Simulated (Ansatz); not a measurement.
Q: Name a neutral molecule of C, Cl, F, I with LUMO energy (B3LYP/def2-TZVPP) between -3.00 and -2.70 eV and HOMO–LUMO gap (B3LYP/def2-TZVPP) between 4.20 and 4.50 eV (Ansatz, PBE0-D4/def2-TZVP geometry).

A: `FC(Cl)(I)I` (-2.94 eV, 4.39 eV). Other molecules can fit too; these were computed, each in one conformer that needn't be the lowest.

B3LYP here is the variant with VWN-RPA as its local correlation; programs differ in this.
